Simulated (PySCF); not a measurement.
Spin-rotation constants: `C=[P@@](C)(/C=C/C)C(F)=C(F)F`, C₇H₁₀F₃P

Cartesian coordinates in Å; atom numbers follow the order of the lines, from 1:
```xyz
21

C    -0.1589    2.2543   -0.5123
P    -0.7487    0.7386   -0.0285
C    -2.4516   -0.0511   -0.0867
C     0.2698   -0.5842   -0.6943
C     1.5472   -0.3504   -0.9762
C     2.4958   -1.3522   -1.5259
C    -0.4787    0.7305    1.7891
F    -0.2517    1.9159    2.3672
C    -0.3628   -0.3777    2.5104
F    -0.5699   -1.5817    1.9853
F    -0.0803   -0.4771    3.8009
H    -0.6964    3.0744   -0.0443
H    -0.1376    2.3402   -1.5952
H    -2.7333   -0.1459   -1.1364
H    -3.1636    0.6139    0.4035
H    -2.4850   -1.0308    0.3844
H    -0.1896   -1.5533   -0.8392
H     1.9357    0.6476   -0.8102
H     2.0093   -2.3096   -1.6956
H     2.9165   -0.9917   -2.4638
H     3.3248   -1.4927   -0.8329
```

Computed, not measured: PySCF 2.14.0, GIAO HF/pcSseg-1 magnetisability, rotational g tensor and spin-rotation constants, non-relativistic, gas phase. Geometry: GFN2-xTB.

Q: Give the nuclear spin-rotation constants along the inertial axes (H = +C I·J) beside the isotropic shieldings.

A: Rotational constants 1.0769, 0.7054, 0.5899 GHz. A star marks the isotopologue with that one atom substituted, in its own axes.
| atom | isotope | Caa (kHz) | Cbb (kHz) | Ccc (kHz) | mean (kHz) | σ (ppm) |
| --- | --- | --- | --- | --- | --- | --- |
| P2 | 31P | 1.796 | 0.896 | 0.853 | 1.181 | 366.9 |
| F8 | 19F | 0.112 | 0.228 | 0.244 | 0.195 | 422.4 |
| F10 | 19F | 0.774 | 0.543 | 0.499 | 0.605 | 334.8 |
| F11 | 19F | 0.986 | 0.588 | 0.585 | 0.720 | 311.2 |
| H12 | 1H | -0.089 | -0.021 | -0.067 | -0.059 | 32.3 |
| H13 | 1H | -0.023 | -0.063 | -0.072 | -0.053 | 32.7 |
| H14 | 1H | -0.037 | -0.078 | -0.041 | -0.052 | 31.0 |
| H15 | 1H | -0.057 | -0.035 | -0.063 | -0.052 | 30.7 |
| H16 | 1H | -0.113 | -0.020 | -0.042 | -0.058 | 30.3 |
| H17 | 1H | -0.119 | -0.044 | 0.024 | -0.046 | 26.3 |
| H18 | 1H | -0.098 | -0.038 | 0.037 | -0.033 | 23.8 |
| H19 | 1H | -0.118 | -0.056 | -0.002 | -0.059 | 30.0 |
| H20 | 1H | 0.010 | -0.069 | -0.062 | -0.041 | 30.0 |
| H21 | 1H | -0.105 | -0.030 | -0.031 | -0.056 | 30.0 |
| C1 | 13C* | 0.063 | 0.066 | 0.068 | 0.065 | 204.2 |
| C3 | 13C* | 0.158 | 0.113 | 0.073 | 0.115 | 166.9 |
| C4 | 13C* | 0.249 | 0.232 | 0.189 | 0.223 | 69.3 |
| C5 | 13C* | 0.275 | 0.269 | 0.252 | 0.265 | 27.8 |
| C6 | 13C* | 0.143 | 0.089 | 0.087 | 0.106 | 171.5 |
| C7 | 13C* | 0.351 | 0.209 | 0.180 | 0.247 | 57.0 |
| C9 | 13C* | 0.404 | 0.215 | 0.217 | 0.279 | 28.7 |

For the geometry as given, no vibrational averaging.
